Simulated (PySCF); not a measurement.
**A search over the determinants of CdSn**

Unrestricted PBE0; Cd def2-SVP with ECP28, Sn def2-SVP with ECP28; scalar-relativistic core potentials (PySCF 2.14). Outer shells of the fragments: Cd 4d10 5s2; Sn 4d10 5s2 5p2.

Followed along the bond (rough minima from three points):

| 2Ms+1 | unpaired | ⟨S²⟩ at the start | R at minimum (Å) | Te (eV) |
| --- | --- | --- | --- | --- |
| 3 | π ↑↑ | 2.01 | 2.84 | 0.00 |
| 1 | π ↑↓ | 1.01 | 2.83 | 0.27 |
| 3 | σ ↑, π ↑ | 2.01 | 3.27 | 0.48 |
| 1 | σ ↓, π ↑ | 1.01 | 3.13 | 0.69 |
| 1 | none | 0.00 | 2.81 | 0.98 |

Solutions found at the starting distance of 2.750 Å, counted from the lowest of them; the search is not exhaustive and high or unbound solutions are not listed, so other states can lie among these:

| 2Ms+1 | unpaired | term | E (eV) | ⟨S²⟩ | ⟨Lz²⟩ | μ (D) |
| --- | --- | --- | --- | --- | --- | --- |
| 3 | π ↑↑ | ³Σ⁻ | 0.00 | 2.01 | 0.00 | -2.22 |
| 1 | π ↑↓ | mixed | 0.27 | 1.01 | 2.01 | -2.11 |
| 3 | σ ↑, π ↑ | ³Π | 0.68 | 2.01 | 1.00 | 0.82 |
| 1 | σ ↓, π ↑ | mixed | 0.83 | 1.01 | 1.00 | 0.75 |
| 1 | none | mixed | 0.97 | 0.00 | 2.00 | -1.74 |
| 3 | σ ↑↑, π ↑↓ | mixed | 2.75 | 3.01 | 2.01 | -1.87 |
| 1 | σ ↓↓, π ↑↑ | mixed | 2.86 | 2.01 | 0.00 | -2.20 |
| 3 | π ↑↑ | mixed | 3.07 | 2.01 | 2.01 | 2.85 |
| 3 | σ ↑, π ↑ | ³Π | 3.45 | 2.02 | 1.04 | -3.33 |
| 1 | σ ↓, π ↑ | mixed | 3.60 | 1.11 | 1.00 | -3.18 |

A term symbol is given only where ⟨S²⟩ and ⟨Lz²⟩ are close to those of a pure state; real π, δ and φ orbitals otherwise mix terms. A positive dipole means Cd(−)Sn(+).

Spin–orbit coupling is left out. Counting both spins, an empty level lies below a filled one in some of these solutions, because spin and occupation are held.
